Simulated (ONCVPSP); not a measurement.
**Logarithmic derivatives: erbium (Er), ONCV**

ONCVPSP 4.0.1 input, shortened (lines: element, Z, core and valence counts, functional; n l f; lmax; l rc ep ncon nbas qcut; lloc lpopt rc5 dvloc0; l nproj debl; icmod fcfact rcfact), PBE, scalar-relativistic:

```
  Er 68.00    8    6        4      upf
    1    0    2.00
    2    0    2.00
    2    1    6.00
    3    0    2.00
    3    1    6.00
    3    2   10.00
    4    0    2.00
    4    1    6.00
    4    2   10.00
    4    3   11.00
    5    0    2.00
    5    1    6.00
    5    2    1.00
    6    0    2.00
    3
    0    1.85    0.00    4    8    6.20
    1    1.65    0.00    3    6    4.40
    2    0.95    0.00    3    7   19.90
    3    0.60    0.00    4    7   19.00
    4    5    0.50    0.00
    0    2    2.70
    1    2    1.50
    2    2    2.50
    3    2    3.30
    0    0.00    0.00
```

The phase is arctan(r·R′/R) of the radial function R(r), unwrapped; energies in Ha, scanned from -8 to 5 Ha. A pole is an energy at which the radial function vanishes at the test radius. The pseudo phase is shifted by a multiple of π to meet the all-electron one at the reference energy, and phase errors are pseudo minus all-electron; the curves can meet again beyond the range given. Levels narrower than the energy grid can be missing from the lists of poles. Where the grid stepped over a known ghost or core level, its pole and its step of π were put in at the level’s energy.

| channel | radius (bohr) | reference energy (Ha) | poles, all-electron | poles, pseudo | unbroken range about the reference energy with phases within 0.05 rad | phase error 1 Ha above the reference energy (rad) |
| --- | --- | --- | --- | --- | --- | --- |
| s | 1.87 | -0.16 | -1.57 | -1.57, -0.82 | above -0.8 | +0.002 |
| p | 1.67 | -1.09 | 0.47 | 0.47 | below 3.8 | +0.000 |
| d | 0.96 | -0.08 | -5.06 | -5.06 | the whole range | +0.000 |
| f | 0.61 | -0.35 | none | none | the whole range | +0.000 |

Note: ghosts flagged at negative energy: s at -1345.7 eV, s at -22.4 eV, p at -613.4 eV; no localised positive-energy state flagged. A true bound ghost makes a file unfit for plane-wave use.

Phases in the d channel:

| E (Ha) | all-electron | pseudo |
| --- | --- | --- |
| -7.96 | 0.051 | 0.052 |
| -7.60 | -0.395 | -0.395 |
| -7.24 | -0.794 | -0.794 |
| -6.88 | -1.069 | -1.069 |
| -6.52 | -1.248 | -1.248 |
| -6.16 | -1.369 | -1.369 |
| -5.80 | -1.454 | -1.454 |
| -5.44 | -1.518 | -1.518 |
| -5.08 | -1.569 | -1.568 |
| -4.72 | -1.610 | -1.610 |
| -4.36 | -1.645 | -1.645 |
| -4.00 | -1.676 | -1.676 |
| -3.64 | -1.704 | -1.704 |
| -3.28 | -1.730 | -1.730 |
| -2.92 | -1.754 | -1.754 |
| -2.56 | -1.778 | -1.778 |
| -2.20 | -1.802 | -1.801 |
| -1.84 | -1.825 | -1.825 |
| -1.48 | -1.849 | -1.849 |
| -1.12 | -1.875 | -1.875 |
| -0.76 | -1.902 | -1.901 |
| -0.40 | -1.930 | -1.930 |
| -0.04 | -1.962 | -1.962 |
| 0.32 | -1.996 | -1.996 |
| 0.68 | -2.034 | -2.034 |
| 1.04 | -2.078 | -2.078 |
| 1.40 | -2.128 | -2.127 |
| 1.76 | -2.185 | -2.185 |
| 2.12 | -2.253 | -2.253 |
| 2.48 | -2.333 | -2.333 |
| 2.84 | -2.429 | -2.428 |
| 3.20 | -2.543 | -2.542 |
| 3.56 | -2.678 | -2.678 |
| 3.92 | -2.836 | -2.835 |
| 4.28 | -3.013 | -3.011 |
| 4.64 | -3.200 | -3.199 |
| 5.00 | -3.387 | -3.385 |
